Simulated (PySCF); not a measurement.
CH6ClNSi3, SMILES Cl[Si@H]1C=N[SiH2][SiH2]1.

Geometry: PBE0-D3(BJ)/def2-SVP. The structure was generated by enumeration; whether it is a known compound was not checked.

Method: PySCF with SMD-ωB97X/def2-SVP.

Solvation free energies are E(SMD) − E(gas) at the gas-phase geometry, for 1 M in both phases. In vacuum the dipole moment is 1.49 D.

| solvent | ΔG(solv) (kcal/mol) | its non-electrostatic (CDS) part | dipole (D) |
|---|---|---|---|
| water | 0.7 | 4.4 | 1.96 |
| dichloromethane | -3.8 | -0.6 | 1.88 |
| acetone | -3.7 | -0.2 | 1.93 |
